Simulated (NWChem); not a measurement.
System: SnNH4O2F; SMILES [NH2][Sn]([OH])([OH])[F]

Here is an NWChem input.

```
start job
memory heap 200 mb stack 900 mb global 1100 mb
geometry units angstroms
  N     -1.658561    -1.082544    -0.385120
  Sn    -0.033790     0.001783    -0.048605
  O     -0.304761     1.873642    -0.241339
  O      1.517080    -0.429651    -1.062083
  F      0.519978    -0.380389     1.763791
  H     -1.992899    -1.500892     0.478295
  H     -2.409362    -0.494247    -0.733966
  H      0.506342     2.379795    -0.320801
  H      1.878997    -1.302385    -0.902865
end
basis spherical
  * library def2-svp
end
ecp
  Sn library def2-ecp
end
dft
  xc xpbe96 cpbe96
  disp vdw 4
  iterations 150
end
driver
  maxiter 120
end
task dft optimize
```

Output (shortened):

```
             Northwest Computational Chemistry Package (NWChem) 7.3.0
             --------------------------------------------------------

 C1  symmetry detected

                             Geometry "geometry" -> ""
                             -------------------------

 Output coordinates in angstroms (scale by  1.889725989 to convert to a.u.)

  No.       Tag          Charge          X              Y              Z
 ---- ---------------- ---------- -------------- -------------- --------------
    1 N                    7.0000    -0.33183633    -1.88114998    -0.60741995
    2 Sn                  50.0000    -0.03486523    -0.01116041    -0.02104519
    3 O                    8.0000    -1.49544320     0.73447096     0.94081428
    4 O                    8.0000     0.43120939     1.25132984    -1.36542740
    5 F                    9.0000     1.53267905    -0.02916630     1.11031436
    6 H                    1.0000     0.27126653    -2.51614879    -0.09232204
    7 H                    1.0000    -1.28754999    -2.16439301    -0.41280796
    8 H                    1.0000    -1.46698507     1.69051981     1.01533868
    9 H                    1.0000     1.26914337     1.09218273    -1.80193371

 Effective nuclear repulsion energy (a.u.)     578.1160306120

                                Z-matrix (autoz)
                                --------

 Units are Angstrom for bonds and degrees for angles

[...]

      ----------------------
      Optimization converged
      ----------------------

  Step       Energy      Delta E   Gmax     Grms     Xrms     Xmax
  ---- ---------------- -------- -------- -------- -------- --------
@   34    -521.24527802  1.1D-07  0.00001  0.00000  0.00018  0.00046
                                     ok       ok       ok       ok

                                Z-matrix (autoz)
                                --------

 Units are Angstrom for bonds and degrees for angles

      Type          Name      I     J     K     L     M      Value     Gradient
      ----------- --------  ----- ----- ----- ----- ----- ---------- ----------
    1 Stretch                  1     2                       2.04818   -0.00001
    2 Stretch                  1     6                       1.03158    0.00000
    3 Stretch                  1     7                       1.03115   -0.00000
    4 Stretch                  2     3                       1.99260   -0.00001
    5 Stretch                  2     4                       1.99401    0.00001
    6 Stretch                  2     5                       1.96101    0.00000
    7 Stretch                  3     8                       0.97853   -0.00001
    8 Stretch                  4     9                       0.97795    0.00001
    9 Bend                     1     2     3               113.38953   -0.00000
   10 Bend                     1     2     4               115.97264    0.00000
   11 Bend                     1     2     5               104.56481   -0.00000
   12 Bend                     2     1     6               107.37793   -0.00000
   13 Bend                     2     1     7               108.76148   -0.00000
   14 Bend                     2     3     8               108.44782    0.00000
   15 Bend                     2     4     9               108.94171    0.00000
   16 Bend                     3     2     4               104.77794   -0.00000
   17 Bend                     3     2     5               111.61109    0.00000
   18 Bend                     4     2     5               106.45311   -0.00000
   19 Bend                     6     1     7               106.35617    0.00000
   20 Torsion                  1     2     3     8        -159.38194   -0.00000
   21 Torsion                  1     2     4     9         -62.46873   -0.00000
   22 Torsion                  3     2     1     6         -94.53263   -0.00000
   23 Torsion                  3     2     1     7          20.17194   -0.00000
   24 Torsion                  3     2     4     9         171.71471   -0.00000
   25 Torsion                  4     2     1     6         144.14647    0.00000
   26 Torsion                  4     2     1     7        -101.14896    0.00000
   27 Torsion                  4     2     3     8         -31.96771    0.00000
   28 Torsion                  5     2     1     6          27.26916    0.00000
   29 Torsion                  5     2     1     7         141.97373    0.00000
   30 Torsion                  5     2     3     8          82.83987   -0.00000
   31 Torsion                  5     2     4     9          53.35055   -0.00000

                         Geometry "geometry" -> "geometry"
                         ---------------------------------

 Output coordinates in angstroms (scale by  1.889725989 to convert to a.u.)

[...]
```

Level: PBE-D3(BJ)/def2-SVP with def2 effective core potentials on Sn. No frequency run checked for a minimum. def2 effective core potentials on Sn; no spin-orbit coupling.
